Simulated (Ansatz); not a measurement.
Reaction (atomization): `[CH3][Ga]([CH3])[SiH3]` → 2 C• + Ga• + 9 H• + Si•

Computed with Ansatz on PBE0-D4/def2-TZVP structures; ΔE is electronic, products minus reactants. CCSD(T)/CBS is the MP2 limit (def2-TZVPP, def2-QZVPP) plus CCSD(T) − MP2 in def2-TZVPP, frozen cores. This one scheme is used for every species, atoms too. For atomizations the MP2-based limit and the directly extrapolated one differ by several kJ/mol either way, and by 10 to 25 for some Ge, Se and Sn compounds, so smaller differences from it don't rank the levels. Functionals use def2-TZVPP. B3LYP here is the variant with VWN-RPA as its local correlation; programs differ in this. No spin–orbit coupling; open shells (•) take unrestricted orbitals. Spin–orbit coupling would lower the free atoms: a little for C, Si; clearly for Ga. For Ga outer-core shells are correlated without core-valence functions, so the limit isn't a true one: a few kJ/mol of doubt a bond, and 10 to 20 or more in all where bonds break to atoms. Scalar relativity is left out up to krypton.

`[CH3][Ga]([CH3])[SiH3]`:

Z-matrix (Å, degrees):
```
C
Ga 1 1.975
H 1 1.093 2 110.5
H 1 1.094 2 109.8 3 117.4
H 1 1.091 2 112.5 3 -121.9
C 2 1.975 1 120.6 3 128.9
Si 2 2.426 1 119.3 3 -53.6
H 6 1.092 2 111.9 1 -23.8
H 6 1.096 2 108.8 1 94.9
H 6 1.092 2 112.0 1 -146.9
H 7 1.494 2 109.9 1 -88.6
H 7 1.491 2 112.9 1 152.3
H 7 1.491 2 112.9 1 30.3
```

```
             level  ΔE (kJ/mol)  difference from CCSD(T)/CBS
        r2SCANh-D4       4261.9                        -13.3
        r2SCAN0-D4       4246.6                        -28.6
      CAM-B3LYP-D4       4272.8                         -2.4
            B2PLYP       4212.1                        -63.1
          PBE-QIDH       4245.6                        -29.6
               PBE       4245.4                        -29.8
              BLYP       4155.9                       -119.3
             B3LYP       4214.5                        -60.7
           r2SCANh       4255.2                        -20.0
         CAM-B3LYP       4251.1                        -24.1
           LC-ωPBE       4244.3                        -30.9
     CCSD/def2-SVP       4028.1                       -247.1
    MP2/def2-TZVPP       4187.6                        -87.6
SCS-MP2/def2-QZVPP       4257.7                        -17.5
     MP2/CBS(def2)       4269.1                         -6.1
    CCSD/CBS(def2)       4234.0                        -41.2
       CCSD(T)/CBS       4275.2                            0
```

Largest T1 diagnostic among the species: 0.013.

The D4 term adds +39.3 kJ/mol with B3LYP and +21.0 kJ/mol with PBE0; it sums over pairs of atoms, weighted by their polarisabilities, and B3LYP, whose exchange is more repulsive, gets the larger term. From BLYP to BHLYP (50 % exact exchange), in def2-TZVPP and without D4, ΔE moves by +7.9 kJ/mol.
